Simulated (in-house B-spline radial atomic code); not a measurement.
# RPA and G0W0 on PBE0: the zinc ion Zn⁺

Configuration [Ar] 3d10 4s1, highest spin, mean-field start PBE0. Computed with an all-electron radial atomic-structure program (B-spline basis): all electrons, non-relativistic, point nucleus, each spin shell either full or empty, empty states to l = 9 with an (l + 1/2)⁻⁴ tail; G0W0 by contour deformation at full frequency.

Command:
```bash
python run_gw.py task.json out
```
Settings (radii: box in bohr, nucleus in fm):
```
Z                        30
electrons                29
configuration            [Ar] 3d10 4s1
hamiltonian              nr
method                   pbe0
lmax                     9
spin_polarised           True
box_radius               23.78
intervals                53
ion_configuration        [Ar] 3d10
```

Run time, properties included: 6.1 s on 1 thread of Arm Neoverse N1 (shared host).

Energies (hartree):

```
                                     term        value
                         mean-field total  -1778.85815
Hartree-Fock functional on these orbitals  -1777.54879
                      direct second order       -2.625
                    second-order exchange      0.75281
                         SOSEX correction      0.66979
```

(1) What is the RPA correlation energy, and what remains with SOSEX?

Quasi-particle levels (eV):

```
  level  occupied  mean field  Σx - vxc     Σc  QP weight    G0W0
  4s up       yes     -14.972     -1.97      ?          ?       ?
4s down        no     -11.606      4.60  -2.21      0.924  -9.220
```

G0W0 = mean field + (Σx - vxc) + Σc, with Σc (partial-wave tail included) taken at the quasi-particle energy. Only the outer levels were computed. Levels of low weight are left out.

(2) Where does G0W0 put 4s up?

(3) What does it cost to remove one electron (to [Ar] 3d10) by differences of total energies, each species on its own start (correlation terms add to the Hartree-Fock functional)?

## Answers

(1) RPA gives -2.1482 hartree (-2.02 eV per electron); RPA + SOSEX gives -1.4784, and the second-order doubles -1.8722 hartree (no singles). RPA lacks exchange-type terms and so overcorrelates at short range.

(2) At -18.227 eV, with Σc = -1.29 eV and a quasi-particle weight of 0.944. The tabulated removal energy is 17.964 eV (NIST, measured); the calculation leaves out relativity, Breit and QED terms, and what these don't explain is the method's own error.

(3) PBE0 17.990 eV, Hartree-Fock functional 16.443 eV, + RPA 18.105 eV, + RPA + SOSEX 17.443 eV, + second order 18.295 eV. Tabulated: 17.964 eV (NIST, measured); the calculation leaves out relativity, Breit and QED terms, and what these don't explain is the method's own error.
